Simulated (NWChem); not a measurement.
SnNH₅; SMILES [NH2][SnH3]

```xyz
7

Sn    -0.0227     0.2785     0.0000
N     -0.0795    -1.7701     0.0000
H     -0.8510     0.7693    -1.4163
H     -0.8510     0.7693     1.4163
H      1.5709     0.9397     0.0000
H      0.3734    -2.1746    -0.8181
H      0.3734    -2.1746     0.8181
```
Atoms are numbered in this order, from 1.

Level: PBE0/def2-SVP with def2 effective core potentials on Sn (NWChem), optimised geometry, unscaled harmonic frequencies. def2 effective core potentials on Sn; no spin-orbit coupling.

```csv
frequency (cm⁻¹),IR intensity (km/mol)
141,25.3
476,54.8
479,29.7
552,141.1
644,91.8
704,75.2
726,67.9
731,149.9
872,24.3
1545,10.4
1892,209.0
1943,96.2
1948,192.7
3547,8.9
3646,11.9
```

The zero-point energy comes out as 28.4 kcal/mol and the thermal correction to the enthalpy at 298.15 K (with zero-point energy) comes out as 31.9 kcal/mol. The heat capacity Cv comes out as 15.6 cal/(mol K). The entropy at 298.15 K and 1 atm (symmetry number 1) is 69.1 cal/(mol K).

Rigid rotor and harmonic oscillator.
